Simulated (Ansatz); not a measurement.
Two isomers of C2H6Cl2Si: A = `C[SiH](Cl)CCl`, B = `[SiH3]CC(Cl)Cl`.

Calculated with Ansatz (gas phase, PBE0-D4/def2-TZVP geometries, no zero-point term in ΔE). CBS: MP2 limit from def2 TZ/QZ plus the TZ coupled-cluster correction, frozen cores. Functionals use def2-TZVPP. B3LYP here is the variant with VWN-RPA as its local correlation; programs differ in this. Each species was taken in one conformer, which may not be the lowest.

**Question.** Which isomer does CCSD(T)/CBS put lower? Give the gap. (Best estimate.)

**Answer.** The calculation gave: A, by 209.9 kJ/mol.

**Question.** Give E(B) − E(A) in kJ/mol with PBE-D4, B3LYP, B2PLYP, HF/def2-TZVPP, r2SCAN-D4, PBE0-D4, ωB97M-V. (Estimate.)

**Answer.** Ansatz gave: PBE-D4 201.8, B3LYP 210.9, B2PLYP 211.2, HF/def2-TZVPP 222.2, r2SCAN-D4 213.4, PBE0-D4 209.8, ωB97M-V 212.6. None reverses the order clearly.

Largest T1 diagnostic: 0.010.

In def2-TZVPP, CCSD(T) changes the Hartree–Fock value by −15.9 kJ/mol (the triples alone add −3.8 kJ/mol) and MP2 by −11.6 kJ/mol. From PBE to PBE0 (25 % exact exchange), in def2-TZVPP and without D4, E(B) − E(A) moves by +7.6 kJ/mol.
